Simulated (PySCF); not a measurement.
**Fe⁺ (iron, charge +1): UHF calculation**

Configuration: [Ar] 3d6 4s1, high-spin 6D determinant. All numbers are calculated (PySCF 2.14, scalar relativity by spin-free X2C-1e, in aug-cc-pVQZ-DK (9s8p6d4f3g2h, 140 functions)).

```json
{
 "Total energy": "-1271.113118 hartree",
 "One-electron energy": "-1748.2670 hartree",
 "Hartree (Coulomb) energy": "532.0290 hartree",
 "Exchange energy": "-54.8751 hartree",
 "⟨S²⟩": "8.7527",
 "⟨L²⟩": "6.019",
 "Sum of ⟨r⟩": "18.07 bohr",
 "Sum of ⟨r²⟩": "25.10 bohr²",
 "Traceless quadrupole moment −½Σ⟨3z² − r²⟩ along its main axis": "0.335 e·bohr²",
 "Langevin diamagnetic susceptibility": "-19.9 ×10⁻⁶ cm³/mol"
}
```

```
shell  electrons  mean orbital energy (eV)  spread (eV)  rms radius, mean of both spins (bohr)
 1s α          1                   -7183.3            0                                 0.0675
 1s β          1                   -7183.2            0                                 0.0675
 2s α          1                   -892.51            0                                  0.288
 2s β          1                   -889.16            0                                  0.288
 2p α          3                   -758.26        0.915                                  0.260
 2p β          3                   -755.03        0.007                                  0.260
 3s α          1                   -128.78            0                                  0.871
 3s β          1                   -118.85            0                                  0.871
 3p α          3                   -89.127        2.050                                  0.935
 3p β          3                   -77.433        1.540                                  0.935
 3d α          5                   -26.594        2.406                                   1.22
 3d β          1                   -21.013            0                                   1.22
 4s α          1                   -15.415            0                                   2.98
```

Densities and radii are taken from the X2C orbitals without a picture-change correction, which distorts them close to the nucleus.

Spin-orbit constants ζ (cm⁻¹) from the X2C one-electron operator on these orbitals: bare nucleus, nucleus screened by l(l+1)(2l+1)/3 electrons, and screened by the Breit-Pauli mean field of the electrons.

```
shell   bare  screened nucleus  mean field
   2p  70730             65290         n/a
   3p   8601              7939         n/a
   3d  768.8             473.1         n/a
```

To first order the Landé constant is A = -94.63 cm⁻¹, so the lowest level has J = 9/2 and lies 0.0587 eV below the centre of the term. This holds in LS coupling only.
